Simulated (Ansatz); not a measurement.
Start from `FC(F)[C@H](F)[C@@H](F)C(F)(F)F` and change one atom or group to get `FC(Cl)C(F)(F)F`.

Ansatz, PBE0-D4/def2-TZVP geometries, multiplicity 1. Each molecule was computed in one conformer, which needn't be the lowest.

| property | `FC(F)[C@H](F)[C@@H](F)C(F)(F)F` |
| --- | --- |
| size of the dipole moment (B3LYP/def2-TZVPP) / D | 1.31 |
| HOMO energy (PBE/def2-TZVPP) / eV | -8.22 |
| HOMO–LUMO gap (B3LYP/def2-TZVPP) / eV | 10.37 |
| HOMO energy (ωB97M-V/def2-TZVPP) / eV | -12.42 |
| HOMO–LUMO gap (PBE/def2-TZVPP) / eV | 8.00 |
| size of the dipole moment (ωB97M-V/def2-TZVPP) / D | 1.30 |

Problem. What does the change do to each property? (Best estimate.)

Solution. Ansatz gave: 
```csv
property,`FC(Cl)C(F)(F)F`,shift
size of the dipole moment (B3LYP/def2-TZVPP) / D,1.40,0.09
HOMO energy (PBE/def2-TZVPP) / eV,-7.94,0.28
HOMO–LUMO gap (B3LYP/def2-TZVPP) / eV,9.07,-1.30
HOMO energy (ωB97M-V/def2-TZVPP) / eV,-11.81,0.61
HOMO–LUMO gap (PBE/def2-TZVPP) / eV,6.96,-1.04
size of the dipole moment (ωB97M-V/def2-TZVPP) / D,1.40,0.10
```

With PBE0 the HOMO rises by 0.55 eV and the LUMO falls by 0.73 eV, so the gap narrows by about 1.28 eV. PBE moves the HOMO by 0.28 eV and ωB97M-V by 0.61 eV. The zero-point energy changes by -114.0 kJ/mol with -18 modes. Dipoles are sizes alone; their direction can turn.

B3LYP here is the variant with VWN-RPA as its local correlation; programs differ in this.
